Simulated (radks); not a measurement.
Values are calculated unless marked as measured or tabulated.
Minus the highest occupied eigenvalue as an estimate of the ionisation energy, Ir20+ to Ir39+. The LB94 potential has the -1/r tail that LDA and GGA lack but no energy functional. Level of theory: scalar-relativistic Kohn-Sham, LB94 model potential, spin-polarised, spherical densities, finite nucleus; open shells are filled with parallel spins first (spin-orbit coupling, left out, can overturn this in heavy ions); Fermi nuclear charge, rms radius 5.4032 fm (a radial shooting solver on a logarithmic mesh with Libxc functionals).

| species | configuration | HOMO | -e(HOMO) (eV) | <r> (bohr) | IE, NIST (eV) | kind |
|---|---|---|---|---|---|---|
| Ir20+ | [Kr] 4d10 4f11 | 4f down | 558.63 | 0.475 | 560 | theory |
| Ir21+ | [Kr] 4d10 4f10 | 4f down | 602.54 | 0.466 | 610 | theory |
| Ir22+ | [Kr] 4d10 4f9 | 4f down | 647.62 | 0.458 | 670 | theory |
| Ir23+ | [Kr] 4d10 4f8 | 4f down | 693.85 | 0.451 | 720 | theory |
| Ir24+ | [Kr] 4d10 4f7 | 4f up | 749.34 | 0.443 | 770 | theory |
| Ir25+ | [Kr] 4d10 4f6 | 4f up | 798.30 | 0.436 | 820 | theory |
| Ir26+ | [Kr] 4d10 4f5 | 4f up | 848.37 | 0.429 | 870 | theory |
| Ir27+ | [Kr] 4d10 4f4 | 4f up | 899.51 | 0.423 | 920 | theory |
| Ir28+ | [Kr] 4d10 4f3 | 4f up | 951.72 | 0.417 | 980 | theory |
| Ir29+ | [Kr] 4d10 4f2 | 4f up | 1005.0 | 0.411 | 1030 | theory |
| Ir30+ | [Kr] 4d10 4f1 | 4f up | 1059.3 | 0.406 | 1080 | theory |
| Ir31+ | [Kr] 4d10 | 4d | 1337.5 | 0.422 | 1331 | theory |
| Ir32+ | [Kr] 4d9 | 4d down | 1390.6 | 0.418 | 1381 | theory |
| Ir33+ | [Kr] 4d8 | 4d down | 1444.4 | 0.415 | 1436 | theory |
| Ir34+ | [Kr] 4d7 | 4d down | 1498.9 | 0.412 | 1493 | theory |
| Ir35+ | [Kr] 4d6 | 4d down | 1553.9 | 0.408 | 1548 | theory |
| Ir36+ | [Kr] 4d5 | 4d up | 1617.3 | 0.406 | 1603 | theory |
| Ir37+ | [Kr] 4d4 | 4d up | 1673.7 | 0.402 | 1684 | theory |
| Ir38+ | [Kr] 4d3 | 4d up | 1730.7 | 0.399 | 1739 | theory |
| Ir39+ | [Kr] 4d2 | 4d up | 1788.4 | 0.396 | 1801 | theory |

Reference values: NIST Atomic Spectra Database (exp. = measured, semi-emp. = semi-empirical, theory = theoretical value adopted there). Open shells are spherical and high-spin; term and fine-structure splittings are not resolved. Spin-orbit splitting is averaged out at the scalar-relativistic level.
